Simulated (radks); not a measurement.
All-electron atom: Rb+ in [Kr] (the NIST ground configuration). All-electron calculation, non-relativistic Kohn-Sham, Slater X-alpha with alpha = 0.666, spin-unpolarised, spherical densities, point nucleus; relativity is left out, which matters for an element this heavy. Program: a radial shooting solver on a logarithmic mesh with Libxc functionals. Some entries of the table are withheld. Estimate them.

orbital,occ.,eigenvalue (eV),<1/r> (bohr^-1),r(max) (bohr)
1s,2,-14722.90,36.45,0.02731
2s,2,-1943.447,(1),0.1538
2p,6,-1766.338,8.111,0.1214
3s,2,-289.9321,(2),0.4617
3p,6,-226.0325,2.618,0.4511
3d,10,-110.4092,2.393,(3)
4s,2,(4),0.9022,(5)
4p,6,-20.3492,0.7666,1.433

Answer. 
(1) 2s <1/r> (bohr^-1): 8.120
(2) 3s <1/r> (bohr^-1): 2.721
(3) 3d r(max) (bohr): 0.3917
(4) 4s eigenvalue (eV): -35.1054
(5) 4s r(max) (bohr): 1.282
